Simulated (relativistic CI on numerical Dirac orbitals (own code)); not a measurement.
**Spin-orbit doublets in the photoemission of barium**

Problem. Photoelectron lines from p, d and f shells are doublets, and peak fits need their splitting and area ratio. Find both for the 3d line of barium, from the calculated spin-orbit constant ζ(3d) = 6.111 eV of the closed-shell ion Ba²⁺ with one hole. Is the doublet resolved if instrument, lifetime and solid give each line a width of 2.0 eV (assumed)?

Working.
1. One hole with l = 2 gives j = 5/2 and j = 3/2. For a hole the level of higher j has the lower binding energy.
2. The splitting is (l + ½)ζ = 2.5 × 6.111 = 15.28 eV.
3. The areas follow 2j + 1: 6 : 4, so the weaker line has 0.667 of the stronger one's area, if the radial matrix elements are equal.
4. Splitting over width is 7.64: two separate peaks.

Check. The difference of tabulated binding energies of the element (M4 less M5; Elam, Ravel and Sieber, Radiat. Phys. Chem. 63, 121 (2002), rounded to 0.1 eV or more) is 15.2 eV.

All doublets of Ba²⁺, calculated as differences of Dirac-Coulomb-Breit total energies with one hole (eV):

| Shell | Calculated | Without Breit and QED | Tabulated, element |
| --- | --- | --- | --- |
| 2p | 377.2 | 381.7 | 377.0 |
| 3p | 74.45 | 75.32 | 74.0 |
| 3d | 15.32 | 15.7 | 15.2 |
| 4p | 15.52 | 15.71 | 13.4 † |
| 4d | 2.593 | 2.661 | 2.7 |
| 5p | 2.219 | 2.248 | 2.2 |

The Breit and QED terms lower the splittings by 1.2 to 2.6 %. † marks rows where calculation and table differ by more than 10 %: outer shells contract in the ion, shallow p and d holes are shifted by correlation that this model lacks, and small tabulated differences suffer from rounding or from errors of the compilation.
